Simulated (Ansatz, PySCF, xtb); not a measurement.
Gas-phase reaction R1 + R2 → P1, each structure at its B3LYP-D3(BJ)/def2-TZVP stationary point, reached from a drawn start (curvature not checked).
P1: Cl4Sn (SMILES [Cl][Sn]([Cl])([Cl])[Cl]), charge 0, multiplicity 1.
R1: Cl2Sn (SMILES [Cl][Sn][Cl]), charge 0, multiplicity 1.
R2: Cl2 (SMILES ClCl), charge 0, multiplicity 1.

```tsv
level	reaction energy (kJ/mol)
GFN1-xTB	-143.3
GFN2-xTB	-72.6
HF/def2-SVP	-316.4
HF/def2-TZVPP	-305.9
HF/def2-QZVPP	-306.2
SVWN5/def2-TZVPP	-278.1
PBE-D3(BJ)/def2-TZVPP	-256.9
BLYP/def2-TZVPP	-214.1
BLYP-D3(BJ)/def2-TZVPP	-235.0
BLYP-D4/def2-TZVPP	-235.2
revPBE/def2-TZVPP	-233.1
revPBE-D3(BJ)/def2-TZVPP	-251.4
revPBE-D4/def2-TZVPP	-252.3
r2SCAN/def2-TZVPP	-291.0
r2SCAN-D3(BJ)/def2-TZVPP	-294.2
r2SCAN-D4/def2-TZVPP	-294.0
B3LYP/def2-TZVPP	-243.1
B3LYP-D3(BJ)/def2-TZVPP	-260.9
B3LYP-D4/def2-TZVPP	-260.8
PBE0/def2-TZVPP	-277.3
PBE0-D3(BJ)/def2-TZVPP	-286.8
PBE0-D4/def2-TZVPP	-287.3
BHLYP/def2-TZVPP	-278.6
BHLYP-D3(BJ)/def2-TZVPP	-294.5
M06-2X/def2-TZVPP	-307.8
CAM-B3LYP/def2-TZVPP	-268.3
CAM-B3LYP-D3(BJ)/def2-TZVPP	-279.1
CAM-B3LYP-D4/def2-TZVPP	-279.1
wB97X-V/def2-TZVPP	-300.0
wB97M-V/def2-TZVPP	-288.2
B2PLYP-D3(BJ)/def2-TZVPP	-288.1
MP2/def2-SVP	-341.2
MP2/def2-TZVPP	-333.4
MP2/def2-QZVPP	-334.4
SCS-MP2/def2-TZVPP	-316.7
SCS-MP2/def2-QZVPP	-318.6
CCSD/def2-TZVPP	-309.0
CCSD(T)/def2-SVP	-311.6
CCSD(T)/def2-TZVPP	-309.2
CCSD(T)/CBS(def2-TZVPP, def2-QZVPP)	-315.5
```

P less R. No zero-point or thermal terms; no spin–orbit coupling.

Correlated levels freeze the cores. In cc and def2 sets filled d and f shells under p-block atoms count as core. CBS: X⁻³ extrapolation of the correlation energy, Hartree–Fock from the larger set.

Codes used: Ansatz (Gaussian orbitals); PySCF for M06-2X and the D3/D4 terms; xtb for the GFN methods. All values are computed, each at the level named. Elements past Kr take the def2 small-core potentials, without spin–orbit coupling.

Ansatz is a quantum-chemistry and plane-wave program.
